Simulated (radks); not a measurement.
Results of a calculation; reference values are marked as such.
Initial-state core-level shifts of neutral vanadium when its valence configuration changes from [Ar] 3d3 4s2. Level of theory: scalar-relativistic Kohn-Sham, BLYP, spin-polarised, spherical densities, finite nucleus; open shells are filled with parallel spins first; Fermi nuclear charge, rms radius 3.6002 fm (a radial shooting solver on a logarithmic mesh with Libxc functionals). Shifts are changes of the shell-averaged eigenvalues in eV (positive: less bound); the change of the density at the nucleus, which sets a Mossbauer isomer shift, is in e/bohr^3, on a base of 9953.

3d2 4s2 4p1: 1s -7.044; 2s -7.937; 3s -6.828; 3p -6.587; density at nucleus +4.0366
3d2.5 4s1.5 4p1: 1s -3.951; 2s -4.351; 3s -3.879; 3p -3.762; density at nucleus -0.0171
3d3 4p2: 1s -2.497; 2s -2.419; 3s -2.461; 3p -2.451; density at nucleus -7.8757
3d4 4s1: 1s +4.023; 2s +4.591; 3s +4.132; 3p +3.984; density at nucleus -5.0517
3d3 4s1 4p1: 1s -1.217; 2s -1.204; 3s -1.195; 3p -1.185; density at nucleus -3.3397
3d2.5 4p2.5: 1s -5.683; 2s -6.040; 3s -5.587; 3p -5.458; density at nucleus -7.1392
3d3 4s1.5 4p0.5: 1s -0.670; 2s -0.660; 3s -0.655; 3p -0.651; density at nucleus -1.5632
3d2.5 4s0.5 4p2: 1s -5.070; 2s -5.448; 3s -4.982; 3p -4.856; density at nucleus -4.5861
3d3.5 4s0.5 4p1: 1s +0.952; 2s +1.336; 3s +1.000; 3p +0.914; density at nucleus -6.3099
